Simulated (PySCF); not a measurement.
[Fe(H2O)6]2+: what the settings change

[Fe(H2O)6]2+ holds Fe(II), d6, at total charge +2. The structure is a PBE0-D3(BJ)/def2-SVP, IEF-PCM water geometry optimised for multiplicity 5; coordination octahedral, point group C1, metal–donor distances 2.11–2.13 Å.

```
19

Fe    0.0000    0.0000    0.0000
O     0.0229    0.0013    2.1094
H     0.8610   -0.1098    2.5800
H    -0.6410   -0.4749    2.6275
O    -0.0347   -0.0027   -2.1137
H     0.6429    0.4595   -2.6272
H    -0.8711    0.1631   -2.5717
O     2.1299   -0.0306    0.0333
H     2.5985    0.8146    0.0851
H     2.6168   -0.5549   -0.6182
O    -2.1211   -0.0199   -0.0248
H    -2.6386    0.4124    0.6690
H    -2.5755   -0.8546   -0.2062
O     0.0120    2.1203   -0.0156
H    -0.0537    2.5589    0.8452
H    -0.6024    2.5923   -0.5959
O     0.0227   -2.1261   -0.0197
H     0.6463   -2.5879    0.5595
H     0.1398   -2.5304   -0.8920
```

Method (PySCF 2.14, density fitting): CASSCF(6,5) with orbitals averaged over all microstates of the shell, strongly contracted NEVPT2 on the averaged canonical orbitals; basis x2c-TZVPall on the metal, x2c-SVPall elsewhere; spin-free X2C; IEF-PCM water; spin-orbit coupling by state interaction with the mean-field operator over all roots.

Base run: NEVPT2 ground state 5T2g-like, next 5T2g-like at 1144, then 5T2g-like at 1343 cm⁻¹, 10Dq(CASSCF) 7680, B(CASSCF) 1145, ζ 406 cm⁻¹, D 11.60 cm⁻¹, g 1.996 2.159 2.203, μeff(300 K) 5.29 μB.

**Question.** What happens with the basis x2c-TZVPall on all atoms?

**Answer.** NEVPT2 ground state 5T2g-like, next 5T2g-like at 1099, then 5T2g-like at 1287 cm⁻¹, 10Dq(CASSCF) 7611, B(CASSCF) 1145, ζ 406 cm⁻¹, D 11.99 cm⁻¹, g 1.995 2.165 2.210, μeff(300 K) 5.30 μB. It took 35 s against 16 s on a shared host of the same kind.

**Question.** What happens with orbitals averaged over the highest spin alone?

**Answer.** NEVPT2 ground state 5T2g-like, next 5T2g-like at 1097, then 5T2g-like at 1288 cm⁻¹, 10Dq(CASSCF) 7708, B(CASSCF) 1164, ζ 412 cm⁻¹, D 12.27 cm⁻¹, g 1.995 2.167 2.214, μeff(300 K) 5.30 μB.

**Question.** What happens with the basis x2c-TZVPall on all atoms?

**Answer.** NEVPT2 ground state 5T2g-like, next 5T2g-like at 1107, then 5T2g-like at 1443 cm⁻¹, 10Dq(CASSCF) 7558, B(CASSCF) 1145, ζ 406 cm⁻¹, D 10.97 cm⁻¹, g 2.000 2.148 2.206, μeff(300 K) 5.28 μB.

**Question.** What happens with orbitals averaged over the highest spin alone?

**Answer.** NEVPT2 ground state 5T2g-like, next 5T2g-like at 1092, then 5T2g-like at 1466 cm⁻¹, 10Dq(CASSCF) 7656, B(CASSCF) 1164, ζ 412 cm⁻¹, D 11.21 cm⁻¹, g 2.000 2.148 2.211, μeff(300 K) 5.29 μB.

NEVPT2 lifts 5Eg-like from 8683 to 10486 cm⁻¹; on the d shell alone it tends to overshoot states that fill the eg-type orbitals.
